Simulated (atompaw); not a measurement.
# Reading a pseudo-wave (copper)

Columns: radius, all-electron u(r) and pseudo u(r) of the 3d shell (level -6.60 eV) of copper in the configuration [Ar] 3d10 4s0.5 4p0.5; LDA (PW92), non-relativistic, PAW (atompaw) scheme, atompaw 4.2.0.5.

```tsv
r (bohr)	all-electron	pseudo
0.110	0.1271	0.0220
0.219	0.4459	0.1510
0.329	0.7320	0.4046
0.438	0.9017	0.6897
0.548	0.9699	0.8934
0.658	0.9689	0.9602
0.767	0.9297	0.9307
0.877	0.8717	0.8717
0.987	0.8068	0.8068
1.096	0.7420	0.7420
1.206	0.6793	0.6793
1.315	0.6211	0.6211
1.425	0.5671	0.5671
1.535	0.5178	0.5178
1.644	0.4733	0.4733
1.754	0.4325	0.4325
1.863	0.3959	0.3959
1.973	0.3624	0.3624
2.083	0.3319	0.3319
2.192	0.3046	0.3046
2.302	0.2794	0.2794
2.412	0.2565	0.2565
2.521	0.2358	0.2358
2.631	0.2168	0.2168
2.740	0.1996	0.1996
2.850	0.1837	0.1837
```

Problem. How many radial nodes do the two functions have?

Solution. The all-electron 3d function has n − l − 1 = 0; the pseudo-wave has 0.

Problem. At about which radius was the pseudo-wave matched?

Solution. 0.85 bohr, where the columns begin to agree (steps of 0.11 bohr).

Problem. Is the pseudo-wave norm-conserving?

Solution. No, it belongs to a PAW set: the norm inside the radius is not constrained, and the difference is carried by the augmentation charge.
